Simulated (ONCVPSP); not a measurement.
An all-electron radial function and its pseudo partner (chromium (Cr))

Columns: radius, all-electron u(r) and pseudo u(r) of the 3p shell (level -58.97 eV) of chromium in the configuration [Ne] 3s2 3p6 3d4.5; LDA (Perdew-Zunger), scalar-relativistic, ONCV scheme, ONCVPSP 4.0.1.

```json
{"r (bohr)": "0.072", "all-electron": "-0.3414", "pseudo": "0.0257"}
{"r (bohr)": "0.145", "all-electron": "-0.5665", "pseudo": "0.1011"}
{"r (bohr)": "0.217", "all-electron": "-0.4678", "pseudo": "0.2157"}
{"r (bohr)": "0.290", "all-electron": "-0.1827", "pseudo": "0.3602"}
{"r (bohr)": "0.362", "all-electron": "0.1510", "pseudo": "0.5156"}
{"r (bohr)": "0.435", "all-electron": "0.4645", "pseudo": "0.6713"}
{"r (bohr)": "0.507", "all-electron": "0.7145", "pseudo": "0.8097"}
{"r (bohr)": "0.580", "all-electron": "0.8981", "pseudo": "0.9246"}
{"r (bohr)": "0.652", "all-electron": "1.0143", "pseudo": "1.0069"}
{"r (bohr)": "0.725", "all-electron": "1.0763", "pseudo": "1.0567"}
{"r (bohr)": "0.798", "all-electron": "1.0942", "pseudo": "1.0745"}
{"r (bohr)": "0.870", "all-electron": "1.0795", "pseudo": "1.0643"}
{"r (bohr)": "0.942", "all-electron": "1.0421", "pseudo": "1.0323"}
{"r (bohr)": "1.015", "all-electron": "0.9888", "pseudo": "0.9834"}
{"r (bohr)": "1.088", "all-electron": "0.9261", "pseudo": "0.9235"}
{"r (bohr)": "1.160", "all-electron": "0.8594", "pseudo": "0.8585"}
{"r (bohr)": "1.232", "all-electron": "0.7912", "pseudo": "0.7909"}
{"r (bohr)": "1.305", "all-electron": "0.7227", "pseudo": "0.7227"}
{"r (bohr)": "1.378", "all-electron": "0.6565", "pseudo": "0.6565"}
{"r (bohr)": "1.450", "all-electron": "0.5945", "pseudo": "0.5945"}
{"r (bohr)": "1.522", "all-electron": "0.5362", "pseudo": "0.5362"}
{"r (bohr)": "1.595", "all-electron": "0.4814", "pseudo": "0.4814"}
{"r (bohr)": "1.668", "all-electron": "0.4309", "pseudo": "0.4309"}
{"r (bohr)": "1.740", "all-electron": "0.3854", "pseudo": "0.3854"}
{"r (bohr)": "1.812", "all-electron": "0.3439", "pseudo": "0.3439"}
{"r (bohr)": "1.885", "all-electron": "0.3058", "pseudo": "0.3058"}
```

Problem. How many radial nodes do the two functions have?

Solution. The all-electron 3p function has n − l − 1 = 1; the pseudo-wave has 0, since the states of the same l below it are removed with the core.

Problem. At about which radius was the pseudo-wave matched?

Solution. 1.40 bohr. The columns agree to 0.0005 from 1.23 bohr on; several derivatives are matched, so the curves merge somewhat inside the radius.

Problem. Where does each function peak?

Solution. Outermost all-electron maximum near 0.80 bohr, pseudo maximum near 0.80 bohr (to the table’s step).

Problem. Is the pseudo-wave norm-conserving?

Solution. Yes: the ONCV scheme keeps the norm inside the radius equal to the all-electron one, which fixes the energy derivative of the logarithmic derivative at the level.
